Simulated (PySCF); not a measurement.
# Correlation energy of N (nitrogen, neutral)

[He] 2s2 2p3, high-spin 4S determinant. Computed with PySCF 2.14 in def2-SVP (3s2p1d, 14 functions), with the non-relativistic Hamiltonian (point nucleus). Frozen: 1s2; 5 electrons correlated.

MP2 pair energies summed by pair of shells (mhartree):

| pair | energy | share (%) |
| --- | --- | --- |
| 2s-2p | -44.37 | 63.8 |
| 2p-2p | -17.60 | 25.3 |
| 2s-2s | -7.62 | 11.0 |

Total MP2 correlation energy: -69.59 mhartree.

Same-spin part -21.21 and opposite-spin part -48.38 mhartree; SCS-MP2 scales them by 1/3 and 6/5 to -65.12 mhartree.

| level | correlation energy (mhartree) |
| --- | --- |
| CCSD | -84.47 |
| (T) | -0.71 |
| CCSD(T) | -85.18 |

Diagnostics: T1 = 0.0043, D1 = 0.0115, largest double amplitude 0.036.

Cost of the coupled-cluster step: 0.07 s of wall time on 1 thread of Intel(R) Xeon(R) Platinum 8559C (shared host), for 5 correlated electrons.

Iterations:

```
CC2 = 0
CCSD nocc = (np.int64(4), np.int64(1)), nmo = (13, 13)
frozen orbitals [[0], [0]]
max_cycle = 100
direct = 0
conv_tol = 1e-08
conv_tol_normt = 1e-06
diis_space = 8
diis_start_cycle = 0
Init t2, MP2 energy = -0.0695880255777206
Init E_corr(UCCSD) = -0.0695880255779756
cycle = 1  E_corr(UCCSD) = -0.0813824918212665  dE = -0.0117944662  norm(t1,t2) = 0.0263543
cycle = 2  E_corr(UCCSD) = -0.0836122527787562  dE = -0.00222976096  norm(t1,t2) = 0.00827769
cycle = 3  E_corr(UCCSD) = -0.0845209652463477  dE = -0.000908712468  norm(t1,t2) = 0.00370322
cycle = 4  E_corr(UCCSD) = -0.0844663443143883  dE = 5.4620932e-05  norm(t1,t2) = 0.000787199
cycle = 5  E_corr(UCCSD) = -0.0844714420316855  dE = -5.0977173e-06  norm(t1,t2) = 0.000167945
cycle = 6  E_corr(UCCSD) = -0.0844713768559024  dE = 6.51757831e-08  norm(t1,t2) = 1.92948e-05
cycle = 7  E_corr(UCCSD) = -0.0844715216823902  dE = -1.44826488e-07  norm(t1,t2) = 1.09647e-06
cycle = 8  E_corr(UCCSD) = -0.0844714914744055  dE = 3.02079846e-08  norm(t1,t2) = 1.45259e-07
cycle = 9  E_corr(UCCSD) = -0.0844714928664478  dE = -1.3920423e-09  norm(t1,t2) = 2.10512e-08
UCCSD converged
E(UCCSD) = -54.42100449658569  E_corr = -0.08447149286644784
UCCSD(T) correction = -0.000713836318522987
```
